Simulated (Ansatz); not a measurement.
Compare A (`[AlH2][C@H]1C[Si@@H]1S`) with its isomer B (`C=C[SiH2][S][AlH2]`).

Gas-phase electronic energies from Ansatz, PBE0-D4/def2-TZVP geometries. CCSD(T)/CBS is the MP2 limit (def2-TZVPP, def2-QZVPP) plus CCSD(T) − MP2 in def2-TZVPP, frozen cores. DFT in def2-TZVPP. B3LYP here is the variant with VWN-RPA as its local correlation; programs differ in this. Each species was taken in one conformer, which may not be the lowest.

A:

Z-matrix (Å, degrees):
```
C
C 1 1.541
Si 1 1.876 2 64.0
Al 1 1.914 2 127.2 3 93.2
H 1 1.090 2 114.5 3 -102.4
H 2 1.086 1 116.7 3 -112.0
H 2 1.086 1 115.8 3 110.8
S 3 2.117 1 116.4 2 -110.1
H 3 1.480 1 118.8 2 105.0
H 4 1.586 1 118.9 2 179.8
H 4 1.589 1 119.1 2 -5.0
H 8 1.345 3 95.3 1 149.6
```

B:

```xyz
12

C     0.1552   -1.7600    0.7578
C    -0.4336   -0.6950    1.2927
Si   -1.1882    0.6991    0.3200
S    -0.8129    0.4847   -1.7745
Al    1.2870    1.0776   -1.7681
H     0.5783   -2.5530    1.3675
H     0.2276   -1.8871   -0.3191
H    -0.4874   -0.6276    2.3794
H    -2.6646    0.7070    0.4904
H    -0.6571    1.9938    0.8219
H     2.0554    0.9668   -3.1434
H     1.9403    1.5936   -0.4247
```

**Question.** Which isomer does CCSD(T)/CBS put lower? Give the gap. (Estimate.)

**Answer.** Computed: B, by 138.9 kJ/mol.

**Question.** Give E(B) − E(A) in kJ/mol with B3LYP, MP2/def2-TZVPP, PBE0-D4, B3LYP-D4, CCSD/def2-TZVPP, ωB97M-V, HF/def2-TZVPP. (Best estimate.)

**Answer.** The calculation gave: B3LYP -141.7, MP2/def2-TZVPP -128.7, PBE0-D4 -120.3, B3LYP-D4 -144.8, CCSD/def2-TZVPP -140.7, ωB97M-V -131.2, HF/def2-TZVPP -177.0. None reverses the order clearly.

Largest T1 diagnostic: 0.012.

In def2-TZVPP, CCSD(T) changes the Hartree–Fock value by +39.5 kJ/mol (the triples alone add +3.2 kJ/mol) and MP2 by +48.3 kJ/mol. The D4 term adds −3.1 kJ/mol with B3LYP and −1.7 kJ/mol with PBE0; it sums over pairs of atoms, weighted by their polarisabilities, and B3LYP, whose exchange is more repulsive, gets the larger term.
